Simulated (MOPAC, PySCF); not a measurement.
[Cd(NH2)2], neutral singlet in the gas phase. 

Cartesian coordinates (Å):
```xyz
7

Cd     0.0261    -0.0145     0.1135
N      1.6634     1.1695     0.0201
H      2.4718     0.6675    -0.3784
H      1.9634     1.4655     0.9612
N     -1.6400    -1.1418    -0.0974
H     -2.4900    -0.5584    -0.1358
H     -1.7740    -1.7657     0.7125
```
Charge 0, spin multiplicity 1.

All levels are single points at this geometry (BP86-D3(BJ)/def2-SVP); Pople sets use spherical d functions. Orbital energies aren't observables, and empty levels follow the basis.

TPSSh-D3(BJ)/def2-TZVP in PySCF gives gap (eV) = 4.93.

Question: Estimate the gap (eV) from each of these levels: B3LYP-D3(BJ)/def2-TZVP in PySCF; PBE-D3(BJ)/def2-TZVP in PySCF; M06-2X/6-31G* (LANL2DZ on Cd) in PySCF; SVWN5/6-31G* (LANL2DZ on Cd) in PySCF; PM3 in MOPAC.

Answer: 
```tsv
level	gap (eV)
B3LYP-D3(BJ)/def2-TZVP in PySCF	5.45
PBE-D3(BJ)/def2-TZVP in PySCF	3.91
M06-2X/6-31G* (LANL2DZ on Cd) in PySCF	7.82
SVWN5/6-31G* (LANL2DZ on Cd) in PySCF	3.60
PM3 in MOPAC	8.80
```
